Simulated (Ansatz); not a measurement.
C3H10OSn, SMILES `CC(C)[O][SnH3]` at its PBE0-D4/def2-TZVP geometry, where that method's forces vanish. The species carries charge 0 and has multiplicity 1. Sn takes the def2 core potential.

```xyz
15

C    -1.0146    0.7631    0.7492
C    -0.0232   -0.3546    0.4766
C    -0.5756   -1.7054    0.8837
O     0.3061   -0.4320   -0.8954
Sn    1.3880    0.9682   -1.7551
H    -1.2862    0.7983    1.8072
H    -1.9229    0.6092    0.1607
H    -0.5995    1.7405    0.4834
H     0.8871   -0.1615    1.0699
H     0.1528   -2.4906    0.6751
H    -1.4844   -1.9225    0.3165
H    -0.8164   -1.7252    1.9495
H     2.0405    0.1872   -3.1166
H     0.3803    2.2771   -2.1902
H     2.5679    1.4484   -0.6144
```

(1) What forces (eV/Å) does B3LYP-D4/def2-TZVPP give on these atoms in Ansatz? (An estimate is asked.)

Answers

(1) Computed: 
```
C1  -0.141  0.188  0.045
C2   0.104  0.009  0.290
C3  -0.067 -0.208  0.060
O4  -0.044 -0.169 -0.177
Sn5  0.151  0.170 -0.156
H6   0.007  0.006 -0.051
H7   0.040  0.019  0.033
H8  -0.038 -0.052  0.022
H9  -0.050 -0.012 -0.039
H10 -0.043  0.028  0.016
H11  0.042 -0.002  0.033
H12  0.008 -0.012 -0.048
H13  0.023 -0.029 -0.050
H14 -0.032  0.046 -0.017
H15  0.041  0.017  0.038
```

B3LYP here is the variant with VWN-RPA as its local correlation; programs differ in this.
